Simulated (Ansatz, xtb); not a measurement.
**Br2GeH2Si: 5 structures ranked**

5 gas-phase structures of Br2GeH2Si, found in a search over its isomers (lower ones may exist). Each was relaxed with GFN2-xTB; where two conformers were screened, the lower at r2SCAN-D4/def2-SVP is listed:

A. `Br[Si][GeH2][Br]`, a singlet
B. a singlet given by its coordinates
C. `Br[SiH2][Ge][Br]`, a singlet
D. `Br[SiH2][Ge][Br]`, a triplet
E. a singlet given by its coordinates

E (Å):

| atom | x (Å) | y (Å) | z (Å) |
| --- | --- | --- | --- |
| Br | -0.8364 | -1.2041 | -1.2453 |
| Br | -0.0446 | 2.3792 | -0.0082 |
| Ge | 0.1444 | -0.1800 | 0.6724 |
| Si | -1.8140 | 1.2007 | 1.2673 |
| H | -2.9460 | 1.6130 | 0.4285 |
| H | -1.8327 | 2.1452 | 2.3929 |

Close contacts (Å): Br1–Ge3 2.39, Br2–Ge3 2.65, Br2–Si4 2.48, Ge3–Si4 2.47, Si4–H5 1.47, Si4–H6 1.47.

B (Å):

```xyz
6

Br   -3.8391    0.7689    1.2274
Br    1.6786    1.5547    0.5825
Ge   -0.1165    0.8676    1.9330
Si   -1.8716    1.4483    0.3805
H    -2.2579    1.6198   -1.0237
H    -1.0505   -0.2415    0.3886
```

Close contacts (Å): Br1–Si4 2.25, Br2–Ge3 2.35, Ge3–Si4 2.41, Ge3–H6 2.12, Si4–H5 1.47, Si4–H6 1.88.

Problem. Estimate their order in r2SCAN-D4/def2-SVP energy at these geometries, lowest first.

Solution. Calculated order at r2SCAN-D4/def2-SVP: E (0.000), C (0.047), B (0.629), A (0.812), D (1.044) eV.

Energies above the lowest of each column, in eV (a dash: not run or not comparable):

```tsv
structure	GFN2-xTB	HF/STO-3G	r2SCAN-D4/def2-SVP
E	0.000	0.324	0.000
C	0.255	0.000	0.047
B	0.649	2.180	0.629
A	1.541	0.051	0.812
D	–	0.703	1.044
```

r2SCAN-D4/def2-SVP puts E lowest; HF/STO-3G picks C. Some further structures that were screened fall inside this span and aren't listed. Flexible structures stand in one conformer each, not always the lowest. Frequencies (BLYP-D3(BJ)/def2-SVP) were run for C alone. GFN2-xTB has no spin polarisation and isn't compared across spin states. Open shells are spin-unrestricted.

Over these structures GFN2-xTB departs from r2SCAN-D4/def2-SVP by 0.245 eV on average once a common shift is removed. A GFN2-xTB relaxation took about 0.26 s and the r2SCAN-D4/def2-SVP energy about 3 s on a shared host (Ansatz 0.2.0, xtb 6.7.1).
